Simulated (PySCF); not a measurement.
ZnF, SMILES [F][Zn+], charge +1. Heavy atoms are numbered as in [Zn+:1][F:2].

The structure is a stationary point at B3LYP-D3(BJ)/def2-TZVPD. The spin state was assumed, not searched.

Computed with PBE/def2-TZVPD (PySCF).

Mulliken values depend strongly on the basis, most of all with diffuse functions as here. Atomic charges (e), one atom of each kind:

```json
[
 {"atom": "Zn1", "meta-Löwdin": "1.56", "Mulliken": "1.29"},
 {"atom": "F2", "meta-Löwdin": "-0.56", "Mulliken": "-0.29"}
]
```
